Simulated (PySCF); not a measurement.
## Sn²⁺ (tin, charge +2) across methods

[Kr] 4d10 5s1 6s1, high-spin 3S determinant (an excited configuration). All numbers are calculated (PySCF 2.14, scalar relativity by spin-free X2C-1e, in x2c-QZVPPall with one added diffuse shell each of s, p, d, f type (14s10p8d5f1g, 128 functions)).

| method | E (hartree) | mean ε 4d β (eV) | mean ε 5s α (eV) | mean ε 6s α (eV) | Σ⟨r²⟩ (bohr²) | ⟨S²⟩ |
| --- | --- | --- | --- | --- | --- | --- |
| PBE0 | -6174.80 | -51.202 | -31.409 | -12.026 | 53.68 | 2.000 |
| r2SCAN | -6175.14 | -49.150 | -30.440 | -11.551 | 53.68 | 2.001 |
| PBE | -6174.71 | -48.419 | -30.414 | -11.633 | 53.34 | 2.000 |
| UHF | -6172.49467 | -58.270 | -33.754 | -12.790 | 55.39 | 2.001 |

(1) Estimate the same row for LDA.

The outer electron is Rydberg-like, and this basis confines it to a smaller radius and binds it less than a complete one would.

Results:

(1) E (hartree) = -6169.12; mean ε 4d β (eV) = -48.647; mean ε 5s α (eV) = -30.903; mean ε 6s α (eV) = -11.634; Σ⟨r²⟩ (bohr²) = 53.06; ⟨S²⟩ = 2.000.
